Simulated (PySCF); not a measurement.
## Magnetic susceptibility: `InChI=1S/C5H4N2OS/c6-1-2-9-5-3-7-4-8-5/h3-4H,2H2`

Geometry:
| atom | x (Å) | y (Å) | z (Å) |
| --- | --- | --- | --- |
| N1 | 1.467 | 2.327 | 0.152 |
| C2 | 1.796 | 1.241 | 0.020 |
| C3 | 2.148 | -0.138 | -0.146 |
| S4 | 0.942 | -0.975 | -1.276 |
| C5 | -0.541 | -0.554 | -0.453 |
| C6 | -1.293 | -1.191 | 0.491 |
| N7 | -2.366 | -0.408 | 0.781 |
| C8 | -2.235 | 0.636 | 0.028 |
| O9 | -1.157 | 0.618 | -0.751 |
| H10 | 2.144 | -0.657 | 0.814 |
| H11 | 3.119 | -0.237 | -0.631 |
| H12 | -1.132 | -2.137 | 0.965 |
| H13 | -2.896 | 1.477 | -0.011 |

Computed with GIAO KT3/pcSseg-1 magnetisability, rotational g tensor and spin-rotation constants, non-relativistic, gas phase (PySCF). Geometry: GFN2-xTB.

(1) How diamagnetic is it, and how anisotropic?

(2) Split it along the inertial axes a, b, c into diamagnetic and paramagnetic parts about the centre of mass, with the quadrupole moment.

(3) And the rotational g tensor?

Answers

(1) Isotropic -1256 × 10⁻³⁰ J/T², or -75.7 × 10⁻⁶ cm³/mol; principal values -1705, -1099, -965 × 10⁻³⁰ J/T², anisotropy 683 × 10⁻³⁰ J/T² (root of half the summed squared differences of the principal values). The susceptibility is in cgs units.

(2) 
| axis | χ (10⁻⁶ cm³/mol) | diamagnetic (10⁻⁶ cm³/mol) | paramagnetic (10⁻⁶ cm³/mol) | summed x² of all electrons (Å²) | quadrupole Θ (D Å) |
| --- | --- | --- | --- | --- | --- |
| a | -72.5 | -587.0 | 514.5 | 211.8 | +3.20 |
| b | -80.3 | -1055.9 | 975.6 | 101.3 | -6.02 |
| c | -74.2 | -1328.0 | 1253.8 | 37.1 | +2.82 |

Anisotropies 2χaa − χbb − χcc = +9.4 and 2χbb − χaa − χcc = -13.8 × 10⁻⁶ cm³/mol. Θ is traceless in Buckingham's convention.

(3) 
| axis | rotational constant (GHz) | g | nuclear part | electronic part |
| --- | --- | --- | --- | --- |
| a | 2.3555 | -0.0368 | 0.5325 | -0.5694 |
| b | 1.1956 | -0.0113 | 0.5367 | -0.5480 |
| c | 0.9219 | -0.0136 | 0.5294 | -0.5430 |

Asymmetric top; isotopes 12C, 1H, 14N, 16O, 32S; no vibrational averaging.
